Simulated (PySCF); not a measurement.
**UHF on Ta⁺ (tantalum, charge +1)**

Configuration: [Xe] 4f14 5d3 6s1, high-spin 5F determinant. Computed with PySCF 2.14 in cc-pVDZ-PP with ECP60MDF (4s4p3d1f, 38 functions), with scalar relativity through the core potential.

```
Total energy             : -56.528143 hartree
One-electron energy      : -91.8291 hartree
Hartree (Coulomb) energy : 41.3181 hartree
Exchange energy          : -6.0172 hartree
⟨S²⟩                     : 6.0049
⟨L²⟩                     : 12.030
Sum of ⟨r⟩               : 19.68 bohr
Sum of ⟨r²⟩              : 41.42 bohr²
Time after the integrals : 0.12 s of wall time on 1 thread of Neoverse-V1 (shared host)
```

```
shell  electrons  mean orbital energy (eV)  rms radius, mean of both spins (bohr)
 5s α          1                   -94.679                                   1.19
 5s β          1                   -91.582                                   1.19
 5p α          3                   -57.020                                   1.40
 5p β          3                   -52.495                                   1.40
 5d α          3                   -16.136                                   2.24
 6s α          1                   -14.407                                   3.42
```

Energies and moments cover only the electrons outside the core potential. Spin-orbit coupling, absent here, splits the open shell strongly.
